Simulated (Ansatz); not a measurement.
Consider the formal exchange of groups at a B–C bond: `CCBSC` + GeH₄ → `CS[BH][GeH3]` + `CC`.

Calculated with Ansatz (gas phase, PBE0-D4/def2-TZVP geometries, no zero-point term in ΔE). CCSD(T)/CBS is the MP2 limit (def2-TZVPP, def2-QZVPP) plus CCSD(T) − MP2 in def2-TZVPP, frozen cores. This one scheme is used for every species. DFT in def2-TZVPP. B3LYP here is the variant with VWN-RPA as its local correlation; programs differ in this. For Ge outer-core shells are correlated without core-valence functions, which leaves a few kJ/mol of doubt a bond. Scalar relativity is left out up to krypton. One conformer a species, not always the lowest.

`CCBSC`:

```xyz
14

C    -0.181    0.592   -2.153
C     0.110    0.259   -0.694
B    -1.084   -0.365    0.103
S    -1.016   -0.870    1.797
C     0.672   -0.510    2.337
H     0.688    1.027   -2.655
H    -1.004    1.305   -2.237
H    -0.471   -0.302   -2.710
H     0.971   -0.421   -0.625
H     0.445    1.161   -0.161
H    -2.163   -0.549   -0.386
H     0.751   -0.805    3.382
H     0.887    0.555    2.251
H     1.395   -1.077    1.751
```

GeH₄:

Z-matrix (Å, degrees):
```
Ge
H 1 1.534
H 1 1.534 2 109.5
H 1 1.534 2 109.5 3 -120.0
H 1 1.534 2 109.5 3 120.0
```

`CS[BH][GeH3]`:

Z-matrix (Å, degrees):
```
C
S 1 1.810
H 1 1.090 2 108.9
H 1 1.090 2 108.9 3 -118.9
H 1 1.088 2 109.9 3 120.6
B 2 1.745 1 106.7 3 -120.3
Ge 6 2.057 2 118.0 1 -180.0
H 6 1.195 2 120.0 1 0.0
H 7 1.539 6 113.1 2 -0.2
H 7 1.541 6 110.4 2 -121.2
H 7 1.541 6 110.4 2 120.8
```

`CC`:

Z-matrix (Å, degrees):
```
C
C 1 1.519
H 1 1.093 2 111.4
H 1 1.093 2 111.4 3 120.0
H 1 1.093 2 111.4 3 -120.0
H 2 1.093 1 111.4 3 180.0
H 2 1.093 1 111.4 3 -60.0
H 2 1.093 1 111.4 3 60.0
```

```
         level  ΔE (eV)
      B3LYP-D4    -0.05
MP2/def2-QZVPP    -0.06
```

What does CCSD(T)/CBS give? (An estimate is asked.)

Ansatz gave: -0.08 eV. The listed levels differ from it by 0.03, 0.02 eV.

Largest T1 diagnostic among the species: 0.014.

In def2-TZVPP, CCSD(T) changes the Hartree–Fock value by −0.07 eV (the triples alone add −0.01 eV) and MP2 by −0.06 eV.
